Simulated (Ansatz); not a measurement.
A nudged elastic band was laid between two geometries of GeH$_{4}$S$_{2}$ (7 atoms, charge 0, multiplicity 1).

Level of theory: RKS BLYP/def2-SVP in Ansatz.

```json
{
  "movable images": "7",
  "climbing image": "yes",
  "spring": "5.0 eV/Å²",
  "optimiser": "quadratic models (default)",
  "start path": "through a guess of the saddle point",
  "force threshold": "0.03 eV/Å",
  "iteration limit": "60",
  "end points": "relaxed"
}
```

Initial state:

```xyz
7
Properties=species:S:1:pos:R:3
S -1.128 -2.047 -0.024
S -1.438 -0.005 0.537
Ge 0.675 0.824 0.245
H -1.404 -1.914 -1.361
H 1.092 0.671 -1.243
H 0.587 2.328 0.636
H 1.677 0.075 1.164
```

Final state:

```xyz
7
Properties=species:S:1:pos:R:3
S -1.843 -1.394 0.332
S -1.049 -0.048 -1.131
Ge 0.727 0.819 0.024
H -1.115 -2.500 -0.022
H 1.366 1.865 -0.935
H 0.234 1.498 1.330
H 1.743 -0.308 0.356
```

**Question.** What changes between the two ends?

**Answer.** No bond is made or broken. The dihedral S1–S2–Ge3–H7 goes from -60 to 63°. The two ends are copies of one structure, up to a mirror image or an exchange of like atoms.

**Question.** What energy profile does the band end with?

**Answer.** The forces met the threshold. The highest image is number 4 of 0 to 8, 0.070 eV above the ends, which have the same energy within 2 meV. A vibrational analysis at the climbing image gives one clearly imaginary mode, 113i cm⁻¹: a first-order saddle point.

| image | path coordinate (Å) | energy (eV) | dihedral S1–S2–Ge3–H7 (°) |
| --- | --- | --- | --- |
| 0 | 0.00 | 0.000 | -60 |
| 1 | 0.44 | 0.008 | -46 |
| 2 | 0.87 | 0.032 | -31 |
| 3 | 1.31 | 0.057 | -15 |
| 4 | 1.74 | 0.070 | 1 |
| 5 | 2.18 | 0.061 | 17 |
| 6 | 2.62 | 0.036 | 33 |
| 7 | 3.05 | 0.010 | 48 |
| 8 | 3.49 | 0.000 | 63 |

**Question.** What is the geometry of the highest image?

**Answer.** 
```xyz
7
Properties=species:S:1:pos:R:3
S -1.394 -1.892 0.412
S -1.505 0.158 -0.164
Ge 0.664 0.898 0.094
H -1.093 -2.421 -0.816
H 1.175 1.436 -1.276
H 0.693 2.055 1.135
H 1.522 -0.302 0.570
```

**Question.** What are the harmonic wavenumbers there?

**Answer.** 113i, 142, 272, 348, 437, 526, 526, 791, 830, 835, 855, 2033, 2048, 2081, 2514 cm⁻¹.

Time of the run: 100 s on 1 CPU thread of a shared host.
